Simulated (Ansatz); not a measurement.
Cost and result for the atomization energy of BrFH₅NSi₂ (`F[SiH](Br)N[SiH3]`) (10 atoms, 9 bonds).

Cartesian coordinates in Å:
```
F -0.4787 1.2145 2.2154
Si -0.5964 1.1995 0.6283
Br -2.5879 2.0371 0.1724
N -0.4787 -0.3609 -0.0218
Si 0.9391 -1.1520 -0.6391
H 0.4722 2.0624 0.1019
H -1.3305 -0.9061 -0.0135
H 1.2863 -2.3505 0.1674
H 0.7341 -1.5826 -2.0460
H 2.0405 -0.1613 -0.5651
```

Charge 0, multiplicity 1. Correlated methods include outer-core shells of Br, which these sets cover unevenly. Scalar relativity is left out up to krypton. The geometry is a stationary point of PBE0-D4/def2-TZVP. It is one conformer, not always the lowest. Program: Ansatz. All runs use 4 threads of an Arm Neoverse V1 on a shared host. Times are those of one run each, without the atoms' runs, and a repeat can differ threefold. Electronic energies, without spin–orbit coupling; frozen cores. CCSD(T)/CBS adds CCSD(T) − MP2 in def2-TZVPP to the MP2 limit, and its time is that of the two runs behind it. T1 = 0.010. With those shells the extrapolation isn't a true limit. B3LYP takes the VWN-RPA correlation (the form of Gaussian; ORCA's B3LYP/G).

CCSD(T)/CBS is a level of theory with its own doubt, some kJ/mol a heavy atom from the limit and from the frozen cores, so smaller differences don't rank the functionals.

```json
{"level": "PBE-D4/def2-TZVPP (with forces)", "functions": "264", "wall time": "3.1 s"}
{"level": "PBE0-D4/def2-TZVPP", "functions": "264", "wall time": "4.5 s"}
{"level": "r2SCAN-D4/def2-TZVPP (with forces)", "functions": "264", "wall time": "6.5 s"}
{"level": "B3LYP-D4/def2-TZVPP (with forces)", "functions": "264", "wall time": "6.5 s"}
{"level": "B2PLYP/def2-TZVPP", "functions": "264", "wall time": "7.5 s"}
{"level": "ωB97X-V/def2-TZVPP", "functions": "264", "wall time": "11 s"}
{"level": "ωB97M-V/def2-TZVPP (with forces)", "functions": "264", "wall time": "15 s"}
{"level": "MP2/def2-QZVPP", "functions": "493", "wall time": "29 s"}
{"level": "CCSD(T)/def2-TZVPP", "functions": "264", "wall time": "5.1 min"}
{"level": "CCSD(T)/CBS(def2)", "functions": "–", "wall time": "5.6 min"}
```

(1) What atomization energy does each give, and how far from CCSD(T)/CBS? (Estimate.)

Results:

(1) The calculation gave: 
```csv
level,atomization (kJ/mol),difference from CCSD(T)/CBS,per bond
PBE-D4/def2-TZVPP (with forces),3380.5,-23.6,-2.6
PBE0-D4/def2-TZVPP,3340.4,-63.7,-7.1
r2SCAN-D4/def2-TZVPP (with forces),3376.4,-27.7,-3.1
B3LYP-D4/def2-TZVPP (with forces),3370.6,-33.5,-3.7
B2PLYP/def2-TZVPP,3337.4,-66.7,-7.4
ωB97X-V/def2-TZVPP,3406.9,2.8,0.3
ωB97M-V/def2-TZVPP (with forces),3391.2,-12.9,-1.4
MP2/def2-QZVPP,3413.7,9.6,1.1
CCSD(T)/def2-TZVPP,3289.0,-115.1,-12.8
CCSD(T)/CBS(def2),3404.1,0.0,0.0
```

The D4 term adds +42.3 kJ/mol with B3LYP and +22.2 kJ/mol with PBE0; it sums over pairs of atoms, weighted by their polarisabilities, and B3LYP, whose exchange is more repulsive, gets the larger term. In def2-TZVPP, CCSD(T) changes the Hartree–Fock value by +802.5 kJ/mol (the triples alone add +44.4 kJ/mol) and MP2 by +857.7 kJ/mol; breaking electron pairs costs correlation energy, which Hartree–Fock lacks. From PBE to PBE0 (25 % exact exchange), in def2-TZVPP and without D4, the atomization energy moves by −36.3 kJ/mol: exact exchange takes away binding that semilocal exchange gives to molecules.
